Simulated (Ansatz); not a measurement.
Cost and result up the ladder for Ca3Se3 (6 atoms). Total charge 0; singlet. Geometry: PBE0-D4/def2-SVP.

Cartesian coordinates in Å:
```
Ca -0.408 1.098 0.460
Ca -2.067 -1.914 -0.475
Ca 2.835 -0.166 -0.285
Se 2.094 2.234 0.335
Se 0.595 -1.653 -0.173
Se -3.049 0.401 0.137
```

Ansatz; hardware A = 2 threads of AMD EPYC 7R13 on a shared host; B = 2 threads of AMD EPYC 7R13 on a shared host and a share (18 GiB) of an NVIDIA H100 80GB HBM3. Times are rough, and most runs start from the orbitals of an earlier one. PBE0-D4/def2-TZVPD serves as the yardstick here, not as an exact answer. Differences are given only for rows in sets of like size (and for xTB, whose basis is part of the method), since another set adds its own error. Binding counts from free atoms at the same level (Ca singlet, Se triplet; other spins of the atoms weren't run), without zero-point energy or a counterpoise term.

B3LYP takes the VWN-RPA correlation. Correlated methods freeze 42 core orbitals; core or outer-core shells of Ca, Se are correlated, in sets that lack core-valence functions. The rows differ in basis, and correlated rows in double-zeta sets carry the largest basis error. The structure comes from a short search, and lower isomers may exist.

Correlated methods converge slowly with the basis, most of all in double-zeta sets.

```
                              level  functions  wall time  binding energy per atom (eV)  difference from PBE0-D4/def2-TZVPD (eV)
                      HF/STO-3G [A]         93      1.8 s                          1.35                                        –
                PBE-D4/def2-SVP [A]        168      4.6 s                          3.13                                        –
          LDA (SPW92)/def2-TZVP [A]        252      5.5 s                          3.46                                     0.43
         LDA (SPW92)/def2-TZVPD [B]        279        8 s                          3.46                                     0.43
               PBE-D4/def2-TZVP [A]        252      9.5 s                          3.09                                     0.07
             PBE0-D4/def2-TZVPD [B]        279       10 s                          3.03                                     0.00
               PBE0-D4/def2-SVP [A]        168       10 s                          3.06                                        –
               CCSD(T)/def2-SVP [B]        168       14 s                          2.53                                        –
            r2SCAN-D4/def2-TZVP [A]        252       18 s                          3.22                                     0.20
             B3LYP-D4/def2-TZVP [A]        252       18 s                          2.91                                    -0.12
              RPA@PBE/def2-TZVP [A]        252       21 s                          2.30                                    -0.73
                  MP2/def2-TZVP [A]        252       22 s                          2.80                                    -0.22
             PBE-QIDH/def2-TZVP [A]        252       29 s                          2.93                                    -0.10
PBE0-D4/def2-TZVP (with forces) [A]        252       32 s                          3.03                                     0.00
```
